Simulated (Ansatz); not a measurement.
C2H6BN, SMILES `[BH3-][N+]#CC`, relaxed with RKS PBE-D4/def2-SVP in the Gaussian-basis code of Ansatz from a rough embedded geometry. The force threshold is 0.03 eV/Å; the program also tests the step.

Charge 0, multiplicity 1.

Start:

```xyz
10

B     0.746    0.288    1.830
N     0.225    0.097    0.517
C    -0.175   -0.071   -0.529
C    -0.799   -0.363   -1.884
H     1.920   -0.021    1.915
H     0.675    1.489    2.164
H     0.122   -0.326    2.667
H    -1.150   -1.380   -1.948
H    -1.608    0.425   -2.084
H     0.043   -0.138   -2.647
```

By how much does the energy fall, and how many steps does the optimiser take? (An estimate is asked.)

Computed: 0.41 eV, in 4 steps.

Which bonds change most? (Best estimate.)

Ansatz gave: B1–N2 from 1.425 to 1.516 Å; C3–C4 from 1.520 to 1.450 Å; C4–H10 from 1.159 to 1.109 Å; C4–H9 from 1.146 to 1.109 Å.

Give the relaxed structure. (Estimate.)

The calculation gave: 
```xyz
10

B     0.774    0.320    1.908
N     0.214    0.090    0.518
C    -0.219   -0.089   -0.550
C    -0.761   -0.315   -1.876
H     1.954   -0.034    1.874
H     0.654    1.525    2.140
H     0.100   -0.372    2.675
H    -1.156   -1.348   -1.960
H    -1.586    0.396   -2.082
H     0.026   -0.175   -2.645
```
